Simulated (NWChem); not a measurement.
System: ZrN$_{2}$H$_{4}$O; SMILES [NH2][Zr]([NH2])=[O]

Input file for NWChem:

```
start job
memory heap 200 mb stack 900 mb global 1100 mb
geometry units angstroms
  Zr     0.279826     0.108800     0.054699
  O      0.305557    -1.125676    -1.187074
  N     -0.648795    -0.850242     1.624345
  H     -0.699392    -1.865877     1.444130
  H     -1.628173    -0.537521     1.734755
  N     -1.129508     1.420447    -0.692611
  H     -2.071541     1.027040    -0.511684
  H     -1.064937     1.473840    -1.722603
end
basis spherical
  * library def2-svp
end
ecp
  Zr library def2-ecp
end
dft
  xc pbe0
  iterations 150
end
driver
  maxiter 120
end
task dft optimize
dft
  grid fine
  convergence energy 1d-8 density 1d-7
end
task dft freq numerical
```

Parts of the log:

```
             Northwest Computational Chemistry Package (NWChem) 7.3.0
             --------------------------------------------------------

 C1  symmetry detected

                             Geometry "geometry" -> ""
                             -------------------------

 Output coordinates in angstroms (scale by  1.889725989 to convert to a.u.)

  No.       Tag          Charge          X              Y              Z
 ---- ---------------- ---------- -------------- -------------- --------------
    1 Zr                  40.0000     0.10864206    -0.00226664     0.35134589
    2 O                    8.0000     1.53538521     0.07227841    -0.66129437
    3 N                    7.0000    -0.85996747    -1.67719400    -0.35738606
    4 H                    1.0000    -0.23213942    -2.22144545    -0.97071653
    5 H                    1.0000    -1.67366381    -1.42588845    -0.94382433
    6 N                    7.0000    -0.98636868     1.59991085    -0.35511796
    7 H                    1.0000    -1.43793749     1.32078756    -1.24568274
    8 H                    1.0000    -0.36067038     2.37996677    -0.61572905

 Effective nuclear repulsion energy (a.u.)     325.7532055066

                                Z-matrix (autoz)
                                --------

 Units are Angstrom for bonds and degrees for angles

[...]

      ----------------------
      Optimization converged
      ----------------------

  Step       Energy      Delta E   Gmax     Grms     Xrms     Xmax
  ---- ---------------- -------- -------- -------- -------- --------
@   18    -233.93118109  8.0D-08  0.00003  0.00001  0.00060  0.00167
                                     ok       ok       ok       ok

                                Z-matrix (autoz)
                                --------

 Units are Angstrom for bonds and degrees for angles

[...]

 Rotational Constants
 --------------------
 A=   0.201803 cm-1  (  0.290343 K)
 B=   0.142036 cm-1  (  0.204353 K)
 C=   0.088015 cm-1  (  0.126631 K)

 Temperature                      =   298.15K
 frequency scaling parameter      =   1.0000

 Zero-Point correction to Energy  =   32.903 kcal/mol  (  0.052434 au)
 Thermal correction to Energy     =   37.029 kcal/mol  (  0.059010 au)
 Thermal correction to Enthalpy   =   37.622 kcal/mol  (  0.059954 au)

 Total Entropy                    =   80.627 cal/mol-K
   - Translational                =   40.658 cal/mol-K (mol. weight = 137.9366)
   - Rotational                   =   25.950 cal/mol-K (symmetry #  =        1)
   - Vibrational                  =   14.019 cal/mol-K

 Cv (constant volume heat capacity) =   21.759 cal/mol-K
   - Translational                  =    2.979 cal/mol-K
   - Rotational                     =    2.979 cal/mol-K
   - Vibrational                    =   15.800 cal/mol-K

[normal modes left out]

 ----------------------------------------------------------------------------
 Normal Eigenvalue ||           Projected Infra Red Intensities
  Mode   [cm**-1]  || [atomic units] [(debye/angs)**2] [(KM/mol)] [arbitrary]
 ------ ---------- || -------------- ----------------- ---------- -----------
    1       -0.000 ||    0.004341           0.100         4.232       0.901
    2       -0.000 ||    0.000003           0.000         0.003       0.001
    3       -0.000 ||    0.008343           0.192         8.133       1.732
    4       -0.000 ||    0.000418           0.010         0.408       0.087
    5        0.000 ||    0.001219           0.028         1.189       0.253
    6        0.000 ||    0.002951           0.068         2.877       0.613
    7       74.972 ||    0.026149           0.603        25.492       5.429
    8      144.826 ||    0.002627           0.061         2.561       0.546
    9      201.743 ||    0.003191           0.074         3.111       0.663
   10      392.984 ||    0.000248           0.006         0.241       0.051
   11      439.186 ||    0.012777           0.295        12.455       2.653
   12      454.413 ||    0.001807           0.042         1.762       0.375
   13      490.910 ||    0.019520           0.450        19.029       4.053
   14      577.677 ||    0.037280           0.860        36.342       7.740
   15      596.813 ||    0.347754           8.023       339.008      72.202
   16      622.185 ||    0.085622           1.975        83.469      17.777
   17      644.569 ||    0.201275           4.644       196.213      41.789
   18      960.185 ||    0.240196           5.542       234.155      49.870
   19     1520.092 ||    0.041834           0.965        40.782       8.686
   20     1522.908 ||    0.017258           0.398        16.824       3.583
   21     3552.641 ||    0.056607           1.306        55.183      11.753
   22     3553.944 ||    0.011782           0.272        11.485       2.446
   23     3638.402 ||    0.009010           0.208         8.784       1.871
   24     3638.564 ||    0.023729           0.547        23.132       4.927
 ----------------------------------------------------------------------------
```

Level: PBE0/def2-SVP with def2 effective core potentials on Zr. def2 effective core potentials on Zr; no spin-orbit coupling.
